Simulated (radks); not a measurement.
Valence configurations of Se (all share [Ar]). Calculated with a radial shooting solver on a logarithmic mesh with Libxc functionals: scalar-relativistic Kohn-Sham, PBE, spin-unpolarised, spherical densities, point nucleus. Energies are relative to 3d10 4s2 4p4; eigenvalues in eV.

| valence | E (eV) | e(3d) | e(4p) | e(4s) |
|---|---|---|---|---|
| 3d10 4s2 4p4 | 0.000 | -53.125 | -6.511 | -17.287 |
| 3d10 4p6 | 21.964 | -56.237 | -7.706 | - |
| 3d9.5 4s2 4p4.5 | 24.557 | -58.817 | -7.153 | -18.417 |
| 3d10 4s1 4p5 | 10.882 | -54.716 | -7.128 | -18.113 |
| 3d9.5 4s1 4p5.5 | 35.917 | -60.352 | -7.749 | -19.205 |
| 3d9 4s1 4p6 | 63.494 | -66.123 | -8.371 | -20.281 |
| 3d9 4s2 4p5 | 51.672 | -64.641 | -7.795 | -19.526 |
| 3d8.5 4s2 4p5.5 | 81.410 | -70.593 | -8.436 | -20.619 |
| 3d10 4s1.5 4p4.5 | 5.415 | -53.930 | -6.825 | -17.708 |

NIST lists [Ar] 3d10 4s2 4p4 as the ground configuration; this level of theory agrees among the configurations tried. The energies are those of spherical spin-averaged densities, not of single terms.
